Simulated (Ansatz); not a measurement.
The geometry has D6h symmetry (within 0.05 Å) and had no frequency check at the DFT level, so a distortion to lower symmetry isn't ruled out.

These are frozen-core CCSD(T)/def2-SVP // B3LYP-D3(BJ)/def2-SVP (Ansatz, a first-principles code) values and carry that method's errors.

Ansatz 0.2 input:
```yaml
crystal:
  periodic: [false, false, false]
  atoms:
    - { symbol: Si, position_ang: [-1.191825, 2.062813, 1.199215] }
    - { symbol: Si, position_ang: [-1.194407, 2.063391, -1.195872] }
    - { symbol: Si, position_ang: [1.188749, 2.064904, -1.198219] }
    - { symbol: Si, position_ang: [1.191334, 2.064572, 1.196882] }
    - { symbol: Si, position_ang: [2.384192, 0.001472, 1.195368] }
    - { symbol: Si, position_ang: [2.381834, 0.001912, -1.199655] }
    - { symbol: Si, position_ang: [1.191849, -2.062891, -1.199173] }
    - { symbol: Si, position_ang: [-1.191291, -2.064517, -1.196937] }
    - { symbol: Si, position_ang: [-2.384239, -0.001479, -1.195316] }
    - { symbol: Si, position_ang: [-2.381871, -0.001924, 1.199697] }
    - { symbol: Si, position_ang: [-1.188712, -2.06489, 1.198167] }
    - { symbol: Si, position_ang: [1.194456, -2.063433, 1.195914] }
    - { symbol: H, position_ang: [-1.816847, 3.144837, 2.023363] }
    - { symbol: H, position_ang: [-1.82103, 3.145865, -2.018211] }
    - { symbol: H, position_ang: [1.812129, 3.148165, -2.021987] }
    - { symbol: H, position_ang: [1.816517, 3.147448, 2.019791] }
    - { symbol: H, position_ang: [3.635308, 0.002222, 2.017177] }
    - { symbol: H, position_ang: [3.631421, 0.003193, -2.023793] }
    - { symbol: H, position_ang: [1.816735, -3.144993, -2.023319] }
    - { symbol: H, position_ang: [-1.816332, -3.14745, -2.019875] }
    - { symbol: H, position_ang: [-3.63541, -0.002409, -2.017044] }
    - { symbol: H, position_ang: [-3.631469, -0.002907, 2.023815] }
    - { symbol: H, position_ang: [-1.812171, -3.148155, 2.021881] }
    - { symbol: H, position_ang: [1.82108, -3.145843, 2.01833] }
basis:
  gaussian: { orbitals: def2-SVP }
correlation:
  method: ccsd_t
```

Output:

```
Functional definition: HF
2628 factors; integrals over basis functions are off by at most 9.3e-4 eV
mean field evaluation 1: about -94502.2729 eV, gradient 2.5e1 eV
mean field evaluation 2: about -94502.2756 eV, gradient 2.5e1 eV
mean field evaluation 4: about -94506.8653 eV, gradient 5.3e0 eV
mean field evaluation 8: about -94506.9786 eV, gradient 1.8e-4 eV
mean field evaluation 16: about -94506.9766 eV, gradient 1.5e-1 eV
mean field -94506.97863005 eV, -3473.0674055233 hartree, gradient 1.3e-6 eV, S^2 0.000000; 0 other end points of the search recorded, 0 dependent functions left out
60 core orbitals not correlated
reference -94506.97863005 eV, -3473.0674055233 hartree; 30, 30 occupied and 186, 186 virtual orbitals, 2628 factors
second order -30.56430165 eV of doubles, -0.00000000 eV of singles
cycle   1  -33.09944794 eV  change    -2.5e0 eV  update   1.9e-1
cycle   2  -34.36369343 eV  change    -1.3e0 eV  update   5.5e-2
cycle   3  -34.58213722 eV  change   -2.2e-1 eV  update   2.7e-2
cycle   4  -34.57639608 eV  change    5.7e-3 eV  update   7.3e-3
cycle   5  -34.57216793 eV  change    4.2e-3 eV  update   3.7e-3
cycle   6  -34.57096328 eV  change    1.2e-3 eV  update   1.3e-3
cycle   7  -34.57064130 eV  change    3.2e-4 eV  update   5.6e-4
cycle   8  -34.57084280 eV  change   -2.0e-4 eV  update   2.0e-4
cycle   9  -34.57089039 eV  change   -4.8e-5 eV  update   7.1e-5
perturbative correction -1.75033873 eV, -0.0643237619 hartree
Total energy: -94543.29985917 eV, -3474.4021860741 hartree
```

Cost: very roughly 30 core-minutes.
